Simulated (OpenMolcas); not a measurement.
**How basis sets differ on CHClFNSi (SMILES FC1=N[SiH]1Cl)**

The species is CHClFNSi (6 atoms), meant as a singlet with charge 0. As SMILES, `FC1=N[SiH]1Cl`. The coordinates come from a PBE0-D4/def2-TZVP relaxation.

Each level gives the dipole moment (D). The values are calculated.

```tsv
level	kind	program	value (D)	CPU time
HF/ANO-R0 (sfX2C)	Hartree–Fock	OpenMolcas	0.72	2.2 s
HF/STO-3G	Hartree–Fock	OpenMolcas	2.69	3.1 s
HF/3-21G	Hartree–Fock	OpenMolcas	2.99	4.2 s
HF/6-31G* (spherical functions)	Hartree–Fock	OpenMolcas	2.73	11 s
HF/6-31G* (RICD fitting, Cartesian functions)	Hartree–Fock	OpenMolcas	2.73	2 s
```

The values span 0.72 to 2.99 D. Magnitudes only. Sets without polarisation functions give poor dipoles. CPU times are rough (shared hosts, several kinds of processor and program).
